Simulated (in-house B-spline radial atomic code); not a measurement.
Values are calculated unless marked as measured or tabulated.
Building a PAW d channel for Hf, r_c = 1.52 bohr

Hf, [Xe] 4f14 5d2 6s2, non-relativistic LDA (VWN5) (a model for so heavy an element), spherical and spin-unpolarised, from a B-spline radial code for spherical atoms (atomic units; all potentials screened as in the neutral atom).

Two all-electron partial waves φ1, φ2 are integrated outwards at E1 = ε(5d) = -0.143804 and E2 = E1 + 0.5 hartree; φ1 is the bound orbital and φ2 has unit norm inside r_c = 1.5171 bohr. Smooth partners are polynomials, r^3(a0 + a1 r² + a2 r⁴ + a3 r⁶), matched to φ and three derivatives at r_c, with no condition on the norm. The local potential is -16.8431 + (17.6616) r² + (-7.79744) r⁴ + (1.27518) r⁶ inside 1.2421 bohr and the all-electron one outside.

```json
{"wave": "1", "φ(r_c)": "0.6834582", "φ'(r_c)": "0.1086174", "a0": "0.8844025", "a1": "-0.5552965", "a2": "0.143497", "a3": "-0.0140048"}
{"wave": "2", "φ(r_c)": "1.255371", "φ'(r_c)": "-0.5075465", "a0": "2.070462", "a1": "-1.395983", "a2": "0.3667332", "a3": "-0.03614283"}
```

Inside r_c the overlaps are <φi φj> = [[0.23440, 0.48324], [0.48324, 1.00000]] and, for the smooth waves, [[0.23063, 0.47524], [0.47524, 0.98289]]. With χj = (Ej − T − V_local) applied to smooth wave j, the program's quadrature gives the matrix B_ij = <smooth i, χj> as [[0.20314, 0.44825], [0.45225, 1.00043]].

Check the match of the first wave, and find the augmentation charges q_ij.

At r_c the four terms are 3.08811, -4.46268, 2.65425, -0.59622, which sum to 0.6835, φ1(r_c) to rounding. q_ij is the all-electron overlap less the smooth one: [[0.00378, 0.00800], [0.00800, 0.01711]]. The smooth first wave has a norm of 0.2306 inside r_c against 0.2344, and q11 > 0 puts back the missing charge.

B isn't symmetric. Show that D_ij = B_ij + Ej q_ij is.

Integrating by parts gives B12 − B21 = (E1 − E2) q12: 0.44825 − (0.45225) = -0.00400, and −0.5 × (0.00800) = -0.00400. So D12 = 0.44825 + (0.356196)(0.00800) = 0.45110 and D21 = 0.45225 + (-0.143804)(0.00800) = 0.45110; D11 = 0.20260, D22 = 1.00653. The projectors, p = (B⁻¹)ᵀ χ, are dual to the smooth waves; det B = 0.00051, small beside B11 B22, as the two smooth waves look alike inside r_c.

Solving (T + V_local + Σ p D p) ψ = E (1 + Σ p q p) ψ in a sphere of 9 bohr, whose wall lifts the free-atom level a little, gives these levels:

```
all-electron  one projector  two projectors
   -0.143573      -0.143573       -0.143573
    0.116529       0.116470        0.116529
    0.428575       0.428099        0.428575
    0.892501       0.890345        0.892495
    1.500060       1.492970        1.499990
```

What does the second projector gain?

With one projector the errors are 0.00, -0.06, -0.48, -2.16, -7.09 millihartree. With two the errors are 0.00, 0.00, 0.00, -0.01, -0.07 millihartree. The scattering is exact at E1 and at E2 = 0.356, and over all levels compared the largest error is 0.07 millihartree. The lowest eigenvalue of the overlap operator is 1 with one and 1 with two projectors. The smooth orbital alone needs a cutoff of 11.7 hartree for 1 millihartree of kinetic energy, against 12.1 for a norm-conserving Troullier-Martins orbital of the same radius.
